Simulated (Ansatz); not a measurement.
Cost and result for the atomization energy of C2H6ClFGe, SMILES `[CH3][Ge]([CH3])([F])[Cl]` (11 atoms, 10 bonds).

Z-matrix (Å, degrees):
```
C
Ge 1 1.930
H 1 1.091 2 109.8
H 1 1.091 2 110.1 3 120.5
H 1 1.090 2 109.2 3 -119.8
C 2 1.930 1 119.4 3 -57.9
F 2 1.740 1 106.8 3 63.3
Cl 2 2.153 1 108.9 3 176.2
H 6 1.090 2 109.2 1 177.6
H 6 1.091 2 110.1 1 -62.7
H 6 1.091 2 109.8 1 57.8
```

Charge 0, multiplicity 1. Correlated methods include outer-core shells of Ge, which these sets cover unevenly. Scalar relativity is left out up to krypton. The geometry is a stationary point of PBE0-D4/def2-TZVP. Program: Ansatz. Hardware: A = 2 threads of an AMD EPYC 7R13 on a shared host; B = 2 threads of an AMD EPYC 7R13 on a shared host and a share of an NVIDIA H100 80 GB. Times are those of one run each, without the atoms' runs, and a repeat can differ threefold. Electronic energies, without spin–orbit coupling; frozen cores. CCSD(T)/CBS adds CCSD(T) − MP2 in def2-TZVPP to the MP2 limit, and its time is that of the two runs behind it. T1 = 0.010. With those shells the extrapolation isn't a true limit. B3LYP takes the VWN-RPA correlation (the form of Gaussian; ORCA's B3LYP/G).

CCSD(T)/CBS is a level of theory with its own doubt, some kJ/mol a heavy atom from the limit and from the frozen cores, so smaller differences don't rank the functionals.

```tsv
level	functions	wall time	atomization (kcal/mol)	difference from CCSD(T)/CBS	per bond
MP2/def2-QZVPP [B]	510	3.5 s	968.8	6.6	0.7
CCSD(T)/def2-TZVPP [B]	267	3.7 s	942.3	-19.9	-2.0
PBE-D4/def2-TZVPP (with forces) [A]	267	4 s	971.2	9.0	0.9
PBE0-D4/def2-TZVPP [A]	267	5.5 s	959.1	-3.1	-0.3
CCSD(T)/CBS(def2)	–	7.2 s	962.2	0.0	0.0
r2SCAN-D4/def2-TZVPP (with forces) [A]	267	7.5 s	963.4	1.2	0.1
B3LYP-D4/def2-TZVPP (with forces) [A]	267	9.5 s	953.8	-8.4	-0.8
B2PLYP/def2-TZVPP [A]	267	9.5 s	948.4	-13.8	-1.4
ωB97X-V/def2-TZVPP [A]	267	13 s	962.7	0.5	0.0
ωB97M-V/def2-TZVPP (with forces) [A]	267	20 s	959.4	-2.8	-0.3
```

The D4 term adds +9.0 kcal/mol with B3LYP and +4.8 kcal/mol with PBE0; it sums over pairs of atoms, weighted by their polarisabilities, and B3LYP, whose exchange is more repulsive, gets the larger term. In def2-TZVPP, CCSD(T) changes the Hartree–Fock value by +221.9 kcal/mol (the triples alone add +12.9 kcal/mol) and MP2 by +236.7 kcal/mol; breaking electron pairs costs correlation energy, which Hartree–Fock lacks. From PBE to PBE0 (25 % exact exchange), in def2-TZVPP and without D4, the atomization energy moves by −11.3 kcal/mol: exact exchange takes away binding that semilocal exchange gives to molecules.
